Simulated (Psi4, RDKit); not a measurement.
Relaxed torsion scan: SMILES [SeH][SiH2]Br (H3BrSeSi), singlet. Scanned: dihedral H4–Se1–Si2–Br3; all other coordinates were relaxed at GFN2-xTB. Points at φ and −φ are mirror images. Heavy atoms are numbered in the order of the SMILES [SeH][SiH2]Br, hydrogens after them in the order of the atoms that carry them; the mirror image has the same energies with the sign of each dihedral reversed.

UFF // GFN2-xTB (RDKit); MP2/cc-pVTZ = DF-MP2 (frozen core)/cc-pVTZ // GFN2-xTB (Psi4).

Energies relative to the lowest point of each profile, in kJ/mol:

```json
[
 {"φ / °": "-150", "UFF": "1.0"},
 {"φ / °": "-120", "UFF": "3.0"},
 {"φ / °": "-90", "UFF": "2.6"},
 {"φ / °": "-60", "UFF": "1.2"},
 {"φ / °": "-30", "UFF": "1.9"},
 {"φ / °": "0", "UFF": "3.2"},
 {"φ / °": "30", "UFF": "1.9"},
 {"φ / °": "60", "UFF": "1.2"},
 {"φ / °": "90", "UFF": "2.6"},
 {"φ / °": "120", "UFF": "3.0"},
 {"φ / °": "150", "UFF": "1.0"},
 {"φ / °": "180", "UFF": "0.0"}
]
```

### Question
Estimate the MP2/cc-pVTZ values at these points.

### Answer
-150: 4.3; -120: 4.1; -90: 0.8; -60: 0.0; -30: 4.6; 0: 8.2; 30: 4.6; 60: 0.0; 90: 0.8; 120: 4.1; 150: 4.3; 180: 3.2 (kJ/mol).
